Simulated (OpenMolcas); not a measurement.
Lines of Sn2+: computed and rescaled rates

```yaml
Program: OpenMolcas 26.06
Method: "MS-CASPT2, IPEA 0.25 Eh, imaginary shift 0.1 Eh (closed shells correlated: 4d)"
Basis: ANO-R3 [8s7p5d3f2g1h]
Scalar_Hamiltonian: X2C, finite nucleus
Active_space: 2 electrons in 4 orbitals (5s 5p)
State_averaging: 2S+1 = 3 even, 3 roots; 2S+1 = 1 even, 7 roots; 2S+1 = 3 odd, 3 roots; 2S+1 = 1 odd, 3 roots
Spin-orbit_coupling: RASSI with atomic mean-field integrals over the reference wave functions, term energies averaged over their components
```

Rates come from the transition moments of the reference wave functions (E1 and E2 in the length form). At fixed line strength A goes as λ^-3 for E1 and M1 and as λ^-5 for E2, so a rate at the computed wavelength can be rescaled to the measured one. Measured vacuum wavelengths follow from level energies in Moore, Atomic Energy Levels, vol. III, NSRDS-NBS 35 (1971 reprint of NBS Circular 467, 1958). Branching counts decays inside the model space alone, at computed energies, and the table is only a selection of the E1 lines, drawn from those between levels with measured partners whose computed energy lies within a factor of 1.5 of the measured one.

```json
{"Upper": "5p² ³P₀", "Lower": "5s 5p ¹P°₁", "Type": "E1", "λ computed (nm)": "204.7", "λ measured (nm)": "211", "A computed (s-1)": "1.67e+07", "A rescaled (s-1)": "", "Branching %": "0.6"}
{"Upper": "5p² ³P₁", "Lower": "5s 5p ³P°₂", "Type": "E1", "λ computed (nm)": "139.7", "λ measured (nm)": "141.1", "A computed (s-1)": "1.17e+09", "A rescaled (s-1)": "1.14e+09", "Branching %": "37.6"}
{"Upper": "5p² ³P₀", "Lower": "5s 5p ³P°₁", "Type": "E1", "λ computed (nm)": "137.6", "λ measured (nm)": "138.7", "A computed (s-1)": "2.92e+09", "A rescaled (s-1)": "2.85e+09", "Branching %": "99.4"}
{"Upper": "5p² ³P₁", "Lower": "5s 5p ³P°₁", "Type": "E1", "λ computed (nm)": "133.4", "λ measured (nm)": "133.5", "A computed (s-1)": "7.97e+08", "A rescaled (s-1)": "7.95e+08", "Branching %": "25.7"}
{"Upper": "5p² ³P₁", "Lower": "5s 5p ³P°₀", "Type": "E1", "λ computed (nm)": "130.9", "λ measured (nm)": "130.6", "A computed (s-1)": "1.13e+09", "A rescaled (s-1)": "1.14e+09", "Branching %": "36.6"}
```

Spin-changing lines and M1 lines between different terms are not rescaled, since their strength hangs on the term gaps too.

The largest correction is for 5p² ³P₁ → 5s 5p ³P°₂ (E1): 1.17e+09 × (139.7 / 141.1)^3 = 1.14e+09 s-1, a factor of 0.97.

The computed rate and branching of 5p² ³P₀ → 5s 5p ³P°₁ give the upper level a radiative lifetime of 0.994 / 2.92e+09 s-1 = 3.40e-10 s, counting decays inside the model space alone. The rescaled rate gives about 3.5e-10 s.

No measured rate stands beside these. Rescaling mends the energy factor alone: line strengths can still be far off where a level mixes with configurations outside the active space, and weak or spin-changing lines hang on small mixing coefficients that depend on the term gaps too, so rescaling need not improve them.

Over all roots computed the reference weight is 0.88 to 0.94; the roots of lowest weight are the least certain, and an intruder state may touch them. The ¹D term of p² mixes with s d, which this space lacks. Measured partners are found by configuration, term and J. A level has none where our copy of the source lacks it or the pairing is in doubt (some pairs that miss far off the trend of their configuration count as doubtful). Levels of configurations outside the active space are missing.

° marks odd parity.
